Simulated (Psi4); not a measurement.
C₂H₈N (SMILES C[NH2+]C), charge +1, singlet, geometry from GFN2-xTB; Psi4 with B3LYP/def2-SVP.

The Psi4 input:
```
memory 2 GB

molecule {
1 1
  C    -0.02333821   -0.27178422    1.23058526
  N     0.03459018    0.54534707    0.00080941
  C    -0.01095720   -0.26891545   -1.23138777
  H     0.81917921   -0.96023702    1.25829085
  H     0.01259112    0.36354745    2.11314052
  H    -0.94632669   -0.84824181    1.24954279
  H     0.89993071    1.10048027    0.00580798
  H     0.83180433   -0.95731169   -1.25222260
  H     0.03383921    0.36847078   -2.11205406
  H    -0.93370156   -0.84531649   -1.26097066
  H    -0.75367517    1.20537707   -0.00238562
}

set basis def2-svp

energy('b3lyp')
print_variables()
```

Output, abridged:

```
   => Loading Basis Set <=

    Name: DEF2-SVP
    Role: ORBITAL
    Keyword: BASIS

         ---------------------------------------------------------
                                   SCF
               by Justin Turney, Rob Parrish, Andy Simmonett
                          and Daniel G. A. Smith
                              RKS Reference
         ---------------------------------------------------------

  ==> Geometry <==

    Molecular point group: c1
    Full point group: C1

    Geometry (in Angstrom), charge = 1, multiplicity = 1:

       Center              X                  Y                   Z               Mass
    ------------   -----------------  -----------------  -----------------  -----------------
         C           -0.024123623040    -0.284167026807     1.230566880792    12.000000000000
         N            0.033804766960     0.532964263193     0.000791030792    14.003074004430
         C           -0.011742613040    -0.281298256807    -1.231406149208    12.000000000000
         H            0.818393796960    -0.972619826807     1.258272470792     1.007825032230
         H            0.011805706960     0.351164643193     2.113122140792     1.007825032230
         H           -0.947112103040    -0.860624616807     1.249524410792     1.007825032230
         H            0.899145296960     1.088097463193     0.005789600792     1.007825032230
         H            0.831018916960    -0.969694496807    -1.252240979208     1.007825032230
         H            0.033053796960     0.356087973193    -2.112072439208     1.007825032230
         H           -0.934486973040    -0.857699296807    -1.260989039208     1.007825032230
         H           -0.754460583040     1.192994263193    -0.002403999208     1.007825032230

  Running in c1 symmetry.

  Rotational constants: A =      1.00745  B =      0.29967  C =      0.26376 [cm^-1]
  Rotational constants: A =  30202.57272  B =   8983.74482  C =   7907.34557 [MHz]
  Nuclear repulsion =   91.804381866183988

  Charge       = 1
  Multiplicity = 1
  Electrons    = 26
  Nalpha       = 13
  Nbeta        = 13

  ==> Algorithm <==

  SCF Algorithm Type is DF.
  DIIS enabled.
  MOM disabled.
  Fractional occupation disabled.
  Guess Type is SAD.
  Energy threshold   = 1.00e-06
  Density threshold  = 1.00e-06
  Integral threshold = 1.00e-12

  ==> Primary Basis <==

  Basis Set: DEF2-SVP
    Blend: DEF2-SVP
    Number of shells: 42
    Number of basis functions: 82
    Number of Cartesian functions: 85
    Spherical Harmonics?: true
    Max angular momentum: 2

  ==> DFT Potential <==

   => LibXC <=

    Version 7.1.2
    S. Lehtola, C. Steigemann, M. J. T. Oliveira, and M. A. L. Marques,  SoftwareX 7, 1–5 (2018) (10.1016/j.softx.2017.11.002)

   => Composite Functional: B3LYP <=

    B3LYP Hyb-GGA Exchange-Correlation Functional

    P. J. Stephens, F. J. Devlin, C. F. Chabalowski, and M. J. Frisch,  J. Phys. Chem. 98, 11623 (1994) (10.1021/j100096a001)

    Deriv               =              1
    GGA                 =           TRUE
    Meta                =          FALSE

    Exchange Hybrid     =           TRUE
    MP2 Hybrid          =          FALSE

   => Exchange Functionals <=

    0.0800   Slater exchange
    0.7200         Becke 88

   => Exact (HF) Exchange <=

    0.2000               HF

   => Correlation Functionals <=

    0.1900   Vosko, Wilk & Nusair (VWN5_RPA)
    0.8100   Lee, Yang & Parr

   => LibXC Density Thresholds  <==

    XC_HYB_GGA_XC_B3LYP:  1.00E-15

   => Molecular Quadrature <=

    Radial Scheme          =       TREUTLER
    Pruning Scheme         =           NONE
    Nuclear Scheme         =       TREUTLER

    Blocking Scheme        =         OCTREE
    BS radius alpha        =              1
    Pruning alpha          =              1
    Radial Points          =             75
    Spherical Points       =            302
    Total Points           =         235629
    Total Blocks           =           1813
[...]

  ==> Integral Setup <==

  SCF_SUBTYPE=INCORE selected. In-core MEM_DF algorithm will be used.
  Using in-core AOs.

  ==> MemDFJK: Density-Fitted J/K Matrices <==

    J tasked:                   Yes
    K tasked:                   Yes
    wK tasked:                   No
    Algorithm:                 Core
    Schwarz Cutoff:           1E-12
    Mask sparsity (%):       0.0892
    Fitting Condition:        1E-10

   => Auxiliary Basis Set <=

  Basis Set: (DEF2-SVP AUX)
    Blend: DEF2-UNIVERSAL-JKFIT
    Number of shells: 123
    Number of basis functions: 371
    Number of Cartesian functions: 431
    Spherical Harmonics?: true
    Max angular momentum: 4

  Minimum eigenvalue in the overlap matrix is 7.2261721297E-03.
  Reciprocal condition number of the overlap matrix is 1.1292711425E-03.
    Using symmetric orthogonalization.

  ==> Pre-Iterations <==

  SCF Guess: Superposition of Atomic Densities via on-the-fly atomic UHF (no occupation information).

   -------------------------
    Irrep   Nso     Nmo
   -------------------------
     A         82      82
   -------------------------
    Total      82      82
   -------------------------

  ==> Iterations <==

                           Total Energy        Delta E     RMS |[F,P]|

   @DF-RKS iter SAD:  -135.30605201704412   -1.35306e+02   0.00000e+00
   @DF-RKS iter   1:  -135.23466208704949    7.13899e-02   7.54291e-03 ADIIS/DIIS
   @DF-RKS iter   2:  -135.20934122782259    2.53209e-02   7.94190e-03 ADIIS/DIIS
   @DF-RKS iter   3:  -135.43070475104830   -2.21364e-01   7.55905e-04 ADIIS/DIIS
   @DF-RKS iter   4:  -135.43214136417618   -1.43661e-03   3.37951e-04 ADIIS/DIIS
   @DF-RKS iter   5:  -135.43244680330130   -3.05439e-04   4.80374e-05 DIIS
   @DF-RKS iter   6:  -135.43245326569362   -6.46239e-06   4.50233e-06 DIIS
   @DF-RKS iter   7:  -135.43245333062833   -6.49347e-08   1.08984e-06 DIIS
   @DF-RKS iter   8:  -135.43245333514460   -4.51627e-09   3.26607e-08 DIIS
  Energy and wave function converged.

  ==> Post-Iterations <==

   Electrons on quadrature grid:
      Ntotal   =   26.0000389236 ; deviation = 3.892e-05

    Orbital Energies [Eh]
    ---------------------

    Doubly Occupied:

[...]
      13A     -0.602214

    Virtual:

[...]
    Final Occupation by Irrep:
              A
    DOCC [    13 ]
    NA   [    13 ]
    NB   [    13 ]

  @DF-RKS Final Energy:  -135.43245333514460

   => Energetics <=

    Nuclear Repulsion Energy =             91.8043818661839879
    One-Electron Energy =                -355.9632611221617822
    Two-Electron Energy =                 145.2991788776685667
    DFT Exchange-Correlation Energy =     -16.5727529568353589
    Empirical Dispersion Energy =           0.0000000000000000
    VV10 Nonlocal Energy =                  0.0000000000000000
    Total Energy =                       -135.4324533351446007

Computation Completed

Properties will be evaluated at   0.000000,   0.000000,   0.000000 [a0]

Properties computed using the SCF density matrix

 Multipole Moments:

 ------------------------------------------------------------------------------------
     Multipole            Electronic (a.u.)      Nuclear  (a.u.)        Total (a.u.)
 ------------------------------------------------------------------------------------

 L = 1.  Multiply by 2.5417464519 to convert [e a0] to [Debye]
 Dipole X            :          0.0781825           -0.0400739            0.0381086
 Dipole Y            :          1.2326216           -0.6318030            0.6008186
 Dipole Z            :          0.0018295           -0.0009377            0.0008917
 Magnitude           :                                                    0.6020266

 ------------------------------------------------------------------------------------

  Variable Map:
  ----------------------------------------------------------------------------
[...]
  Array Variable Map:
  ----------------------------------------------------------------------------
[...]
[...]
```
